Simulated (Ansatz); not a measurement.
Basis-set extrapolation for C$_{3}$H$_{9}$AlSi (`C=[CH][Al]([CH3])[SiH3]`) (PBE0-D4/def2-TZVP geometry, frozen core, Ansatz 0.2.0). Multiplicity 1, RHF reference.

```json
{"": "HF", "def2-TZVPP": "-649.734349", "def2-QZVPP": "-649.755572"}
{"": "MP2 correlation", "def2-TZVPP": "-0.706933", "def2-QZVPP": "-0.753284"}
{"": "CCSD(T) correlation", "def2-TZVPP": "-0.804741", "def2-QZVPP": "not run"}
```

Energies in hartree. Use E(X) = E(∞) + A·exp(−7.88·√X) for Hartree–Fock and E(X) = E(∞) + B·X^(−2.97) for correlation, with X = 3 and 4, and add CCSD(T) minus MP2 of the smaller set to the MP2 limit.

Problem. What is the CCSD(T) energy at the basis-set limit?

Solution. HF limit: -649.755572 + (-0.021223) × 0.13774 = -649.75850. MP2 limit: -0.753284 + (-0.046351) × 0.74074 = -0.78762. Higher-order term: -0.804741 − (-0.706933) = -0.09781. Total: -650.64393 hartree, 2.85 eV below CCSD(T)/def2-TZVPP.
